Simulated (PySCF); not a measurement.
**Orbital picture of CaN**

PW91 at R = 2.259 Å; basis Ca aug-pcseg-1, N aug-pcseg-1; no relativity; PySCF 2.14. State: ⁴Σ⁻ (quartet), unpaired electrons σ ↑, π ↑↑. Only the outer orbitals are listed, counted within each symmetry.

```json
{"spin": "α", "orbital": "2π", "occ.": "1", "ε (eV)": "-27.34", "on Ca (%)": "100", "main shells (%)": "100 Ca p"}
{"spin": "α", "orbital": "2π", "occ.": "1", "ε (eV)": "-27.34", "on Ca (%)": "100", "main shells (%)": "100 Ca p"}
{"spin": "α", "orbital": "6σ", "occ.": "1", "ε (eV)": "-27.14", "on Ca (%)": "99", "main shells (%)": "99 Ca p"}
{"spin": "α", "orbital": "7σ", "occ.": "1", "ε (eV)": "-17.32", "on Ca (%)": "1", "main shells (%)": "99 N s"}
{"spin": "α", "orbital": "3π", "occ.": "1", "ε (eV)": "-6.45", "on Ca (%)": "5", "main shells (%)": "95 N p"}
{"spin": "α", "orbital": "3π", "occ.": "1", "ε (eV)": "-6.45", "on Ca (%)": "5", "main shells (%)": "95 N p"}
{"spin": "α", "orbital": "8σ", "occ.": "1", "ε (eV)": "-5.55", "on Ca (%)": "10", "main shells (%)": "89 N p"}
{"spin": "α", "orbital": "9σ", "occ.": "1", "ε (eV)": "-3.65", "on Ca (%)": "97", "main shells (%)": "79 Ca s, 10 Ca p"}
{"spin": "α", "orbital": "4π", "occ.": "0", "ε (eV)": "-1.87", "on Ca (%)": "98", "main shells (%)": "60 Ca p, 38 Ca d"}
{"spin": "α", "orbital": "4π", "occ.": "0", "ε (eV)": "-1.87", "on Ca (%)": "98", "main shells (%)": "60 Ca p, 38 Ca d"}
{"spin": "α", "orbital": "1δ", "occ.": "0", "ε (eV)": "-1.77", "on Ca (%)": "100", "main shells (%)": "100 Ca d"}
{"spin": "β", "orbital": "2π", "occ.": "1", "ε (eV)": "-27.21", "on Ca (%)": "100", "main shells (%)": "100 Ca p"}
{"spin": "β", "orbital": "2π", "occ.": "1", "ε (eV)": "-27.21", "on Ca (%)": "100", "main shells (%)": "100 Ca p"}
{"spin": "β", "orbital": "6σ", "occ.": "1", "ε (eV)": "-26.94", "on Ca (%)": "99", "main shells (%)": "99 Ca p"}
{"spin": "β", "orbital": "7σ", "occ.": "1", "ε (eV)": "-14.49", "on Ca (%)": "1", "main shells (%)": "99 N s"}
{"spin": "β", "orbital": "8σ", "occ.": "1", "ε (eV)": "-4.52", "on Ca (%)": "15", "main shells (%)": "83 N p"}
{"spin": "β", "orbital": "3π", "occ.": "0", "ε (eV)": "-3.51", "on Ca (%)": "20", "main shells (%)": "80 N p, 16 Ca d"}
{"spin": "β", "orbital": "3π", "occ.": "0", "ε (eV)": "-3.51", "on Ca (%)": "20", "main shells (%)": "80 N p, 16 Ca d"}
{"spin": "β", "orbital": "9σ", "occ.": "0", "ε (eV)": "-2.92", "on Ca (%)": "98", "main shells (%)": "81 Ca s, 11 Ca d"}
```

Question: Which are the highest filled and the lowest empty level, where do they sit, and how wide is the gap?

Answer: Highest filled α 9σ at -3.65 eV (in %: 79 Ca s, 10 Ca p); lowest empty β 3π at -3.51 eV (in %: 80 N p, 16 Ca d); the gap at PW91 is 0.14 eV.

| Quantity | Value |
| --- | --- |
| bond order (Mayer) | 0.58 |
| ⟨S²⟩ | 3.755 |
| charge on Ca (Mulliken, basis-dependent) | 0.70 |
| charge on Ca (Löwdin, basis-dependent) | 0.66 |
| dipole moment (positive dipole means Ca(−)N(+)) | -3.53 D |

The state was picked by a PBE0 search and need not be the measured ground state.
